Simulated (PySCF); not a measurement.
Compound: C6H11O2P.
Geometry (PBE0-D3(BJ)/def2-SVP, Å), atoms numbered from 1 in this order:
```
atom  x, y, z in Å
C1    -2.7397    0.0927   -1.5229
C2    -2.6957   -0.3777   -0.1102
C3    -1.7160   -0.2014    0.7898
P4    -0.1577    0.6507    0.5127
O5     0.0054    1.4173   -0.7668
C6     1.1156   -0.6511    0.7478
C7     2.5175   -0.0754    0.6364
C8     3.0007    0.2013   -0.7577
O9     3.1592    0.1681    1.6290
H10   -3.5907    0.7814   -1.6577
H11   -1.8168    0.6084   -1.8164
H12   -2.9261   -0.7594   -2.1974
H13   -3.5791   -0.9335    0.2334
H14   -1.8383   -0.6075    1.8019
H15   -0.0057    1.4168    1.7066
H16    0.9856   -1.1018    1.7429
H17    0.9178   -1.3999   -0.0356
H18    3.1075   -0.7445   -1.3131
H19    2.2398    0.8047   -1.2809
H20    3.9655    0.7220   -0.7253
```

All values: PBE0/pcSseg-1 (PySCF, non-relativistic), on one gas-phase PBE0-D3(BJ)/def2-SVP geometry that isn't relaxed in the solvent. The solvent is an IEF-PCM continuum (van der Waals radii × 1.2). Only the electrostatic response of the medium enters.

```csv
run,E − E(gas) (kcal/mol),HOMO (eV),HOMO–LUMO gap (eV),dipole (D)
gas,0.00,-7.34,6.33,4.23
P,-11.10,-7.41,6.58,5.50
Q,-10.76,-7.41,6.57,5.46
```

The runs were made in methanol and water. Which run belongs to which solvent?

P = water, Q = methanol. The dielectric constants are 32.61 (methanol), 78.36 (water), and the energy falls further as ε rises. In this model the ground state sees the solvent through ε alone.

How constant is the ratio of the lowering to (ε − 1)/(2ε + 1)?

```csv
solvent,(ε − 1)/(2ε + 1),E − E(gas) (kcal/mol),ratio (kcal/mol),polarisation term (kcal/mol)
methanol,0.477,-10.76,-22.5,-12.82
water,0.490,-11.10,-22.6,-13.30
```

The ratio changes by +0.4 % in size from methanol to water. The polarisation term is half the interaction of the solute with the induced surface charges.
